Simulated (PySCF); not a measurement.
A structure optimised at PBE-D3(BJ)/def2-TZVP, used in a PySCF frequency run:

```xyz
6

Al     1.1976    -0.0105     0.0000
H      1.9836     0.0148    -1.3892
H      1.9836     0.0148     1.3892
P     -1.1333     0.1194     0.0000
H     -1.2682    -0.8420    -1.0513
H     -1.2682    -0.8420     1.0513
```
Charge 0, spin multiplicity 1.

**Question.** Write its SMILES, formula and point group.

**Answer.** [AlH2][PH2], AlH4P, Cs

**Question.** What are its rotational constants (standard atomic weights)?

**Answer.** 64.095, 5.5264, 5.2753 GHz
